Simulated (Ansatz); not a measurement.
```yaml
crystal:
  periodic: [true, true, true]
  atoms:
    - {symbol: C, position_ang: [-1.686658, 1.581339, 0.455429]}
    - {symbol: N, position_ang: [-1.445577, 1.272247, -0.738532]}
    - {symbol: Si, position_ang: [-0.427291, -0.008010, -1.292505]}
    - {symbol: O, position_ang: [0.255213, -0.869910, -0.079984]}
    - {symbol: Si, position_ang: [1.603765, -1.219316, 0.773754]}
    - {symbol: H, position_ang: [-2.354419, 2.419580, 0.686599]}
    - {symbol: H, position_ang: [-1.264538, 1.056184, 1.325664]}
    - {symbol: H, position_ang: [-1.273784, -0.918568, -2.094645]}
    - {symbol: H, position_ang: [0.636319, 0.612302, -2.119523]}
    - {symbol: H, position_ang: [1.398477, -0.818191, 2.189266]}
    - {symbol: H, position_ang: [1.864154, -2.678848, 0.709202]}
    - {symbol: H, position_ang: [2.771442, -0.484009, 0.219274]}
basis:
  gaussian: {orbitals: def2-TZVPD}
magnetization: {spin_polarized: true, initial_magnetization: 2}
hamiltonian: {xc: {name: PBE}}
output: {forces: true}
```

```sh
$ ansatz run in.yaml --threads 4 --pin off --events-out ev --progress --plain --max-ram 10444MiB
```

Shortened log:

```
Error: YAML parse error: error: line 2 column 3: crystal: missing field `lattice` (a structure is typed as `lattice` and `atoms`, a molecule's as `atoms` in Å alone, or read from a run's directory, `checkpoint`)
 --> <input>:2:3
1 | crystal:
2 |   periodic: [true, true, true]
3 |   atoms:
4 |     - {symbol: C, position_ang: [-1.686658, 1.581339, 0.455429]}
```

In this input the molecule is marked periodic without a cell. The input was rejected before any iteration.
